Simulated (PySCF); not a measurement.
PySCF input for C2H5ClOSi2, SMILES O[Si@@H]1[SiH2]C=C1Cl, TDA-M06-2X/def2-SVPD. Geometry optimised at B3LYP-D3(BJ)/def2-SVP. The structure was generated by enumeration; whether it is a known compound was not checked. The values are those of a single conformer.

```python
import numpy as np
from pyscf import gto, scf, dft, tdscf

mol = gto.M(
    atom='''
    O    -1.46229557   -1.12890841    1.62675467
    Si   -0.42533833   -1.08086050    0.32228576
    Si    1.89528201   -0.72131340    0.49456006
    C     1.25603083    0.77290973   -0.48016943
    C    -0.08853062    0.59492005   -0.50444606
    Cl   -1.22164851    1.70778425   -1.23315421
    H    -1.25856756   -0.55524685    2.37516407
    H    -0.96584753   -2.10021947   -0.61122608
    H     2.88551482   -1.58004858   -0.22050646
    H     2.46067481   -0.36573113    1.83115315
    H     1.76040191    1.62363713   -0.95314889
    ''',
    basis='def2-SVPD',
    charge=0,
    spin=0,
    max_memory=1600,
    verbose=4,
)
mf = dft.RKS(mol, xc='m06-2x').density_fit(auxbasis='def2-universal-jkfit')
mf.grids.level = 4
mf.conv_tol = 1e-9
mf.max_cycle = 100
mf.kernel()
mf.grids = dft.Grids(mol).set(level=2).build(with_non0tab=True)  # coarser grid for the response kernel
td = tdscf.TDA(mf)
td.singlet = True
td.nstates = 10
td.conv_tol = 1e-4
td.positive_eig_threshold = 1e-6
td.kernel(x0=td.get_init_guess(mf, 15))
td.analyze()
tt = tdscf.TDA(mf)
tt.singlet = False
tt.nstates = 4
tt.conv_tol = 1e-4
tt.positive_eig_threshold = 1e-6
tt.kernel(x0=tt.get_init_guess(mf, 9))
tt.analyze(verbose=3)
```

Output:

```
PySCF version 2.14.0

[INPUT] verbose = 4
[INPUT] num. atoms = 11
[INPUT] num. electrons = 70
[INPUT] charge = 0
[INPUT] spin (= nelec alpha-beta = 2S) = 0
[INPUT] symmetry False subgroup None
[INPUT] Mole.unit = angstrom
[INPUT] Symbol           X                Y                Z      unit          X                Y                Z       unit  Magmom
[INPUT]  1 O     -1.462295570000  -1.128908410000   1.626754670000 AA   -2.763338140465  -2.133327714618   3.074120798157 Bohr   0.0
[INPUT]  2 Si    -0.425338330000  -1.080860500000   0.322285760000 AA   -0.803772953980  -2.042530323860   0.609031820247 Bohr   0.0
[INPUT]  3 Si     1.895282010000  -0.721313400000   0.494560060000 AA    3.581563927715  -1.363084775979   0.934583065548 Bohr   0.0
[INPUT]  4 C      1.256030830000   0.772909730000  -0.480169430000 AA    2.373554272710   1.460587708712  -0.907388716089 Bohr   0.0
[INPUT]  5 C     -0.088530620000   0.594920050000  -0.504446060000 AA   -0.167298625438   1.124235960513  -0.953264898016 Bohr   0.0
[INPUT]  6 Cl    -1.221648510000   1.707784250000  -1.233154210000 AA   -2.308581104383   3.227244512346  -2.330323726254 Bohr   0.0
[INPUT]  7 H     -1.258567560000  -0.555246850000   2.375164070000 AA   -2.378347997662  -1.049264478027   4.488409593207 Bohr   0.0
[INPUT]  8 H     -0.965847530000  -2.100219470000  -0.611226080000 AA   -1.825187309788  -3.968839599779  -1.155049891391 Bohr   0.0
[INPUT]  9 H      2.885514820000  -1.580048580000  -0.220506460000 AA    5.452832738174  -2.985859079708  -0.416696818097 Bohr   0.0
[INPUT] 10 H      2.460674810000  -0.365731130000   1.831153150000 AA    4.650001472516  -0.691131670928   3.460377945635 Bohr   0.0
[INPUT] 11 H      1.760401910000   1.623637130000  -0.953148890000 AA    3.326677479061   3.068229501375  -1.801190358033 Bohr   0.0

nuclear repulsion = 406.482250134749
number of shells = 76
number of NR pGTOs = 272
number of NR cGTOs = 178
basis = def2-SVPD
ecp = {}


******** <class 'pyscf.df.df_jk.DFRKS'> ********
method = DFRKS
initial guess = minao
damping factor = 0
level_shift factor = 0
DIIS = <class 'pyscf.scf.diis.CDIIS'>
diis_start_cycle = 1
diis_space = 8
diis_damp = 0
SCF conv_tol = 1e-09
SCF conv_tol_grad = None
SCF max_cycles = 100
direct_scf = False
XC library pyscf.dft.libxc version 7.1.2
    S. Lehtola, C. Steigemann, M. J. T. Oliveira, and M. A. L. Marques,  SoftwareX 7, 1–5 (2018)
XC functionals = m06-2x
    Y. Zhao and D. G. Truhlar,  Theor. Chem. Acc. 120, 215 (2008)
    Y. Zhao and D. G. Truhlar,  Theor. Chem. Acc. 120, 215 (2008)
radial grids:
    Treutler-Ahlrichs [JCP 102, 346 (1995); DOI:10.1063/1.469408] (M4) radial grids

becke partition: Becke, JCP 88, 2547 (1988); DOI:10.1063/1.454033
pruning grids: <function nwchem_prune>
grids dens level: 4
symmetrized grids: False
atomic radii adjust function: <function treutler_atomic_radii_adjust>
small_rho_cutoff = 0
Set gradient conv threshold to 3.16228e-05
Initial guess from minao.
tot grids = 250544
******** <class 'pyscf.df.df.DF'> ********
auxbasis = def2-universal-jkfit
init E= -1193.73004527816
  HOMO = -0.282030368234788  LUMO = -0.0734532541926569  gap/eV = 5.67567
cycle= 1 E= -1193.0177791104  delta_E= 0.712  |g|= 0.613  |ddm|= 4.49
  HOMO = -0.29752847658508  LUMO = -0.0321193522006435  gap/eV = 7.22215
cycle= 2 E= -1192.97429590657  delta_E= 0.0435  |g|= 0.804  |ddm|= 1.54
  HOMO = -0.321263085054819  LUMO = -0.0151128756678762  gap/eV = 8.33077
cycle= 3 E= -1193.10185073543  delta_E= -0.128  |g|= 0.0598  |ddm|= 0.865
  HOMO = -0.320697516997567  LUMO = -0.0170355956054107  gap/eV = 8.26306
cycle= 4 E= -1193.10273746936  delta_E= -0.000887  |g|= 0.024  |ddm|= 0.135
  HOMO = -0.320570336249344  LUMO = -0.0139319026746301  gap/eV = 8.34406
cycle= 5 E= -1193.10289116535  delta_E= -0.000154  |g|= 0.0103  |ddm|= 0.0636
  HOMO = -0.321067645071154  LUMO = -0.0145588712017495  gap/eV = 8.34053
cycle= 6 E= -1193.10291870052  delta_E= -2.75e-05  |g|= 0.00329  |ddm|= 0.0215
  HOMO = -0.321002962078034  LUMO = -0.0146374619740821  gap/eV = 8.33663
cycle= 7 E= -1193.10292149177  delta_E= -2.79e-06  |g|= 0.000811  |ddm|= 0.0063
  HOMO = -0.321020999753861  LUMO = -0.0145394740957063  gap/eV = 8.33979
cycle= 8 E= -1193.10292170812  delta_E= -2.16e-07  |g|= 0.000339  |ddm|= 0.002
  HOMO = -0.32102892908747  LUMO = -0.0145636093716535  gap/eV = 8.33935
cycle= 9 E= -1193.10292174577  delta_E= -3.76e-08  |g|= 8.19e-05  |ddm|= 0.000824
  HOMO = -0.321020617912225  LUMO = -0.0145557591360412  gap/eV = 8.33933
cycle= 10 E= -1193.10292174859  delta_E= -2.82e-09  |g|= 2.65e-05  |ddm|= 0.000246
  HOMO = -0.32102416488658  LUMO = -0.0145582131482533  gap/eV = 8.33936
cycle= 11 E= -1193.10292174887  delta_E= -2.76e-10  |g|= 8.62e-06  |ddm|= 8.86e-05
  HOMO = -0.321022578866525  LUMO = -0.0145574504989479  gap/eV = 8.33934
Extra cycle  E= -1193.10292174887  delta_E= -3.18e-12  |g|= 9.53e-06  |ddm|= 3.38e-05
converged SCF energy = -1193.10292174887
tot grids = 96088
Overwritten attributes  positive_eig_threshold  of <class 'pyscf.tdscf.rks.TDA'>


******** <class 'pyscf.tdscf.rks.TDA'> for <class 'pyscf.df.df_jk.DFRKS'> ********
nstates = 10 singlet
deg_eia_thresh = 1.000e-03
wfnsym = None
conv_tol = 0.0001
eigh lindep = 1e-12
eigh level_shift = 0
eigh max_cycle = 100


Excitation energies (eV)
[5.24317032 6.00326774 6.18703496 6.29008052 6.64286036 6.71031001
 6.83071588 6.98527603 7.07263569 7.09057343]

** Singlet excitation energies and oscillator strengths **
Excited State   1:      5.24317 eV    236.47 nm  f=0.0018
      35 -> 36       -0.67990
      35 -> 37        0.11746
Excited State   2:      6.00327 eV    206.53 nm  f=0.0043
      32 -> 36       -0.15161
      33 -> 36        0.63034
      33 -> 37       -0.17757
Excited State   3:      6.18703 eV    200.39 nm  f=0.0311
      34 -> 36        0.58874
      35 -> 38        0.26323
Excited State   4:      6.29008 eV    197.11 nm  f=0.0209
      32 -> 36       -0.24594
      35 -> 36        0.11779
      35 -> 37        0.58479
      35 -> 39        0.10032
      35 -> 40       -0.13110
Excited State   5:      6.64286 eV    186.64 nm  f=0.0203
      32 -> 36       -0.50203
      32 -> 37        0.17032
      33 -> 36       -0.12838
      34 -> 36        0.10949
      34 -> 37        0.15809
      34 -> 38        0.10542
      35 -> 37       -0.27534
      35 -> 38       -0.13817
Excited State   6:      6.71031 eV    184.77 nm  f=0.0527
      32 -> 36        0.24778
      34 -> 36        0.17440
      34 -> 37        0.21741
      35 -> 38       -0.36851
      35 -> 39        0.37871
      35 -> 40        0.11375
Excited State   7:      6.83072 eV    181.51 nm  f=0.0159
      32 -> 36        0.12271
      34 -> 37        0.17080
      34 -> 38        0.34141
      34 -> 39       -0.18416
      34 -> 40        0.13284
      34 -> 41        0.40319
      34 -> 43        0.13132
      34 -> 46       -0.11365
      34 -> 47       -0.10117
      35 -> 39       -0.11628
      35 -> 40       -0.11341
Excited State   8:      6.98528 eV    177.49 nm  f=0.0606
      34 -> 37        0.47091
      34 -> 39        0.23803
      34 -> 41       -0.14840
      35 -> 39       -0.13646
      35 -> 40       -0.28866
Excited State   9:      7.07264 eV    175.30 nm  f=0.0272
      34 -> 38        0.42368
      34 -> 40       -0.18490
      34 -> 41       -0.27707
      35 -> 38        0.12036
      35 -> 39        0.24776
      35 -> 40       -0.17147
Excited State  10:      7.09057 eV    174.86 nm  f=0.0764
      34 -> 38        0.30018
      34 -> 41       -0.20170
      35 -> 38       -0.21959
      35 -> 39       -0.34114
      35 -> 40        0.26622
      35 -> 41        0.16600

** Transition electric dipole moments (AU) **
state          X           Y           Z        Dip. S.      Osc.
  1        -0.0313      0.0674      0.0914      0.0139      0.0018
  2         0.0653      0.0761      0.1385      0.0292      0.0043
  3         0.4456     -0.0411      0.0688      0.2050      0.0311
  4         0.0247     -0.0816     -0.3583      0.1357      0.0209
  5         0.2406     -0.0479      0.2544      0.1249      0.0203
  6         0.4534     -0.3386     -0.0061      0.3203      0.0527
  7        -0.1945      0.1760     -0.1625      0.0952      0.0159
  8        -0.1796      0.4849     -0.2944      0.3541      0.0606
  9        -0.2035     -0.3357      0.0537      0.1570      0.0272
 10         0.3760      0.5461     -0.0061      0.4397      0.0764

** Transition velocity dipole moments (imaginary part, AU) **
state          X           Y           Z        Dip. S.      Osc.
  1        -0.0132      0.0040      0.0211      0.0006      0.0022
  2        -0.0050     -0.0274     -0.0252      0.0014      0.0043
  3        -0.0482     -0.0150      0.0185      0.0029      0.0085
  4        -0.0020      0.0078     -0.0080      0.0001      0.0004
  5         0.0295     -0.0168      0.0321      0.0022      0.0059
  6         0.0507     -0.0489      0.0500      0.0075      0.0202
  7        -0.0218      0.0752      0.0434      0.0080      0.0213
  8        -0.0180      0.0582     -0.0528      0.0065      0.0169
  9        -0.0574     -0.0643      0.0100      0.0075      0.0193
 10         0.0937      0.0972     -0.0392      0.0198      0.0506

** Transition magnetic dipole moments (imaginary part, AU) **
state          X           Y           Z
  1        -0.0737      0.6631     -0.0258
  2         0.6084      0.1520      0.4474
  3        -0.2669      0.6640      1.2364
  4        -0.7245     -0.1410     -0.0270
  5         0.1842      0.4720     -0.5028
  6        -0.4637     -0.3189     -0.0940
  7        -0.4220     -0.1415     -0.0280
  8         0.0523     -0.1689     -0.5302
  9        -0.5338      0.1667      0.3995
 10        -0.1628     -0.0727     -0.7399


******** <class 'pyscf.tdscf.rks.TDA'> for <class 'pyscf.df.df_jk.DFRKS'> ********
nstates = 4 triplet
deg_eia_thresh = 1.000e-03
wfnsym = None
conv_tol = 0.0001
eigh lindep = 1e-12
eigh level_shift = 0
eigh max_cycle = 100


Excitation energies (eV)
[4.27147912 4.9985937  5.49250137 5.81494139]

** Triplet excitation energies and oscillator strengths **
Excited State   1:      4.27148 eV    290.26 nm  f=0.0000
Excited State   2:      4.99859 eV    248.04 nm  f=0.0000
Excited State   3:      5.49250 eV    225.73 nm  f=0.0000
Excited State   4:      5.81494 eV    213.22 nm  f=0.0000
```

The run converged.
